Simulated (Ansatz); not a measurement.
Mulliken charges of CdH3NO, SMILES `[NH2][Cd][OH]` from ωB97M-V/def2-TZVPP in Ansatz (PBE0-D4/def2-TZVP geometry).

| atom | x (Å) | y (Å) | z (Å) | charge (e) |
| --- | --- | --- | --- | --- |
| N1 | -1.083 | 0.088 | -1.198 | -0.557 |
| Cd2 | 0.356 | -0.236 | 0.153 | 0.790 |
| O3 | 1.841 | -0.770 | 1.322 | -0.622 |
| H4 | -1.001 | 1.003 | -1.626 | 0.111 |
| H5 | -2.007 | 0.050 | -0.783 | 0.111 |
| H6 | 1.938 | -0.198 | 2.086 | 0.166 |

**Question.** By hand: the dipole of these point charges (1 e Å = 4.8032 D).

**Answer.** Σ q r = (-0.273, 0.327, 0.045) e Å, of length 0.428 e Å = 2.06 D.

**Question.** How does the dipole of the full density compare? (Estimate.)

**Answer.** Ansatz gave: (-0.302, 0.459, 0.159) e Å, 2.75 D; the point charges give 0.75 times that, at 12° from its direction.

Point charges leave out the atoms' own dipoles, such as those of lone pairs, and Mulliken's split depends on the basis, so the two needn't agree.
